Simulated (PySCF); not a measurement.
# Two-component Hartree-Fock for F+ (fluorine, charge +1)

Start: [He] 2s2 2p3 3d1; 2p3/2 filled at m_j = -1/2, +1/2, +3/2; 3d5/2 filled at m_j = +5/2. Calculated with PySCF 2.14 in x2c-TZVPall-2c with one added diffuse shell each of s, p, d type (6s4p3d1f, 40 functions): generalised Hartree-Fock with the X2C-1e Hamiltonian and a Gaussian nucleus; one run each with spin-orbit coupling (SO) switched off, then screened by Boettger's factors. This is a chosen level, not necessarily the ground level.

```csv
spinor shell,electrons,"ε, spin-free (eV)","ε, screened SO (eV)",weight of nominal j (screened SO),"rms radius, screened SO (bohr)"
1s1/2,2,-753.77,-753.77,1.000,0.203
2s1/2,2,-68.327,-68.327,1.000,1.01
2p3/2,3,-52.811,-52.811,0.664,0.992
3d5/2,1,-1.518,-1.519,1.000,2.66
```

| quantity | spin-free | screened SO |
| --- | --- | --- |
| E (hartree) | -97.75088 | -97.75091 |
| M_J | 4 | 4 |
| ⟨J²⟩ | 20.004 | 20.004 |
| ⟨L²⟩ | 6.001 | 6.001 |
| ⟨S²⟩ | 6.003 | 6.003 |

Each row is a mean over spinors that exchange with the open shell spreads, by up to 17.409 eV (2s1/2).

Rows whose weight is well below 1 are mixtures of j = l ± 1/2: exchange outweighs spin-orbit coupling there, and the label is only the starting occupation.

Without spin-orbit coupling the j labels of p, d and f shells carry no meaning; the spin-free column gives the mean over the occupied spinors of each nl shell.
